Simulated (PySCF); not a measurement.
Match the calculated data to a structure.

All candidates are C4H8F3P.

* Triplet: lowest triplet excitation (Tamm–Dancoff): 5.64 eV [TDA wB97X-D/def2-SVPD]
* Dipole: 2.74 D [wB97X-D/def2-SVPD]
* Rotational structure: rotational constants A, B, C: 2.670, 1.120, 0.974 GHz [GFN2-xTB]
* NMR, other nuclei: isotropic shieldings of nuclei other than C and H, by class: 247 (3 F), 401 (1 P) ppm [GIAO PBE0/pcSseg-1]
* 1H NMR: chemical shifts (computed TMS as zero) by class: 3.17 (1 H), 2.57 (2 H), 1.60 (2 H), 1.38 (3 H) ppm [GIAO PBE0/pcSseg-1]
* UV, first state: lowest singlet excitation: 6.77 eV (183 nm, f = 0.066) [TDDFT wB97X-D/def2-SVPD]
* 13C NMR: chemical shifts (computed TMS as zero) by class: 136.1 (1 C), 27.1 (1 C), 17.5 (1 C), 17.0 (1 C) ppm [GIAO PBE0/pcSseg-1]

Electronic properties: PySCF, gas phase, density fitting. Levels stand in brackets. Isolated species at its GFN2-xTB geometry (one conformer only). Each NMR value is the plain mean over a class of atoms that symmetry, rotation or inversion makes alike.

Task: Which candidate is it?
A. `CCP(C)C(F)(F)F`
B. `CPCCC(F)(F)F`
C. `CCPCC(F)(F)F`
D. `CP(C)CC(F)(F)F`

Result: C. It is `CCPCC(F)(F)F`. Numbering: `[CH3:1][CH2:2][PH:3][CH2:4][C:5]([F:6])([F:7])[F:8]`. 4 carbons fall into 4 classes; from least to most shielded: CF3 carbon [C5] (136.1 ppm), sp3 carbon bound to phosphorus [C4] (27.1 ppm), sp3 carbon bound to phosphorus [C2] (17.5 ppm), methyl carbon [C1] (17.0 ppm). Hydrogen classes from least to most shielded: 1 H on a phosphine phosphorus, P3 (3.17 ppm), 2 H on an sp3 carbon bound to phosphorus, C4 (2.57 ppm, a mean of values up to 0.9 ppm apart in this geometry), 2 H on an sp3 carbon bound to phosphorus, C2 (1.60 ppm), 3 H on a methyl carbon, C1 (1.38 ppm, a mean of values up to 1.0 ppm apart in this geometry). The other shieldings belong to: 247 ppm, fluorine of a CF3 group [F6/F7/F8]; 401 ppm, phosphine phosphorus [P3]. The optimised geometry has point group C1 and is an asymmetric top.

The others, at the same levels:
- `CP(C)CC(F)(F)F` fails: it has 3 carbon classes against 4; its computed 13C shifts are 135.9 (1 C), 44.5 (1 C), 18.8 (2 C) ppm, 1H shifts are 2.02 (2 H), 1.13 (6 H) ppm and rotational constant A is 3.023 GHz (against 2.670 GHz).
- `CPCCC(F)(F)F` fails: its computed 13C shifts are 135.8 (1 C), 37.1 (1 C), 23.5 (1 C), 8.8 (1 C) ppm, 1H shifts are 3.22 (1 H), 2.11 (2 H), 1.83 (2 H), 1.28 (3 H) ppm and rotational constant A is 3.975 GHz (against 2.670 GHz).
- `CCP(C)C(F)(F)F` fails: its computed 13C shifts are 142.3 (1 C), 25.0 (1 C), 11.1 (1 C), 10.2 (1 C) ppm, 1H shifts are 1.88 (2 H), 1.41 (3 H), 1.18 (3 H) ppm and smallest rotational constant is 1.035 GHz (against 0.974 GHz).

Each candidate is one conformer, not necessarily the lowest. The conformers computed, where there is a choice (atom-mapped SMILES and torsion angles):
- `[CH3:1][CH2:2][PH:3][CH2:4][C:5]([F:6])([F:7])[F:8]`: C1–C2–P3–C4 -46°, C2–P3–C4–C5 -76°, P3–C4–C5–F6 -168°
- `[CH3:1][P:2]([CH3:3])[CH2:4][C:5]([F:6])([F:7])[F:8]`: C1–P2–C4–C5 -86°, P2–C4–C5–F6 66°
- `[CH3:1][PH:2][CH2:3][CH2:4][C:5]([F:6])([F:7])[F:8]`: C1–P2–C3–C4 -171°, P2–C3–C4–C5 -178°, C3–C4–C5–F6 60°
- `[CH3:1][CH2:2][P:3]([CH3:4])[C:5]([F:6])([F:7])[F:8]`: C1–C2–P3–C4 -81°, C2–P3–C5–F6 -70°
